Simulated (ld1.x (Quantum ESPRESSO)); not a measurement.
**titanium (Ti): variants of one PAW potential**

Base potential:

titanium, PAW, made with ld1.x (Quantum ESPRESSO) 7.5 (LDA (PZ), scalar-relativistic). Core [Ne], reference 3s2 3p6 3d2 4s2 4p0. Waves: 3s (bound): rcut 1.55, rcutus 1.70 bohr; 4s (bound): rcut 1.55, rcutus 1.70 bohr; 3p (bound): rcut 1.60, rcutus 1.80 bohr; 4p (bound, empty): rcut 1.60, rcutus 1.80 bohr; 3d (bound): rcut 1.30, rcutus 1.75 bohr; 3d channel at 2.05 Ry: rcut 1.30, rcutus 1.75 bohr. Local part: all-electron potential smoothed inside 1.30 bohr (lloc = -1). Core correction: a·sin(br)/r model core, default radius (core density twice the valence density). Augmentation charge: BESSEL, radius 1.40 bohr.

Cutoffs, loose and tight: the cutoffs (Ry, on a coarse ladder) from which the occupation-weighted sum of valence levels, in a spherical-Bessel basis at the reference potential, stays within 10 and 1 mRy of its value at 400 Ry. They do not see the model core or the augmentation charge, which bear on the density cutoff. Test errors are all-electron minus pseudo excitation energies from the reference, over the configurations 3s2 3p6 3d2 4s1 4p0; 3s2 3p6 3d2 4s0 4p0; 3s2 3p6 3d1 4s0 4p0; 3s2 3p6 3d2.5 4s1.5 4p0; 3s2 3p6 3d1 4s2 4p1; 3s2 3p6 3d3 4s1 4p0; 3s2 3p6 3d2 4s0 4p1 (two spin-polarised tests are not counted in the largest error). A dash means not determined; rows that change the core or the reference have their own tests. The largest error is taken over the tests solved by every variant that gives reliable tests at all: 3s2 3p6 3d1 4s0 4p0; 3s2 3p6 3d2 4s0 4p0; 3s2 3p6 3d2 4s1 4p0; 3s2 3p6 3d2.5 4s1.5 4p0.

Cutoffs are not given where the Bessel-basis levels miss the radial ones by over 6 mRy, ghosts where they miss by over 20 mRy; a channel whose overlap is not positive is not tested.

A file whose overlap is not positive is unfit for use, and its test errors describe a broken file.

```csv
change,outcome,"cutoff, loose","cutoff, tight",bound ghosts,largest test error (meV)
base,"generated, overlap not positive",–,–,not determined (overlap not positive),+26
"all radii but the core radius scaled by about 0.78 (s 1.32, p 1.40, d 1.36 bohr, rcut 1.20/1.24/1.00); local potential all-electron potential smoothed inside 1.00 bohr (lloc = -1); augmentation BESSEL, radius 1.08 bohr",generated,50 Ry,90 Ry,none,-1.3
"all radii but the core radius scaled by about 0.84 (s 1.42, p 1.52, d 1.48 bohr, rcut 1.30/1.34/1.10); local potential all-electron potential smoothed inside 1.10 bohr (lloc = -1); augmentation BESSEL, radius 1.18 bohr","generated, overlap not positive",–,–,not determined (overlap not positive),-3.8
"all radii but the core radius scaled by about 0.93 (s 1.58, p 1.66, d 1.62 bohr, rcut 1.44/1.48/1.20); local potential all-electron potential smoothed inside 1.20 bohr (lloc = -1); augmentation BESSEL, radius 1.30 bohr","generated, overlap not positive",–,–,not determined (overlap not positive),+5.1
"all radii but the core radius scaled by about 1.10 (s 1.86, p 1.98, d 1.92 bohr, rcut 1.70/1.76/1.42); local potential all-electron potential smoothed inside 1.42 bohr (lloc = -1); augmentation BESSEL, radius 1.54 bohr","generated, overlap not positive",–,–,not determined (overlap not positive),-59
"all radii but the core radius scaled by about 1.22 (s 2.08, p 2.20, d 2.14 bohr, rcut 1.90/1.96/1.58); local potential all-electron potential smoothed inside 1.58 bohr (lloc = -1); augmentation BESSEL, radius 1.70 bohr","generated, overlap not positive",–,–,not determined (overlap not positive),-386
"all radii but the core radius scaled by about 1.29 (s 2.20, p 2.32, d 2.26 bohr, rcut 2.00/2.06/1.68); local potential all-electron potential smoothed inside 1.68 bohr (lloc = -1); augmentation BESSEL, radius 1.80 bohr","generated, overlap not positive",–,–,not determined (overlap not positive),test run stopped at test 1 of 9 (negative rho)
"all radii but the core radius scaled by about 1.40 (s 2.38, p 2.52, d 2.46 bohr, rcut 2.18/2.24/1.82); local potential all-electron potential smoothed inside 1.82 bohr (lloc = -1); augmentation BESSEL, radius 1.96 bohr","generated, overlap not positive",–,–,not determined (overlap not positive),test run stopped at test 1 of 9 (negative rho)
```
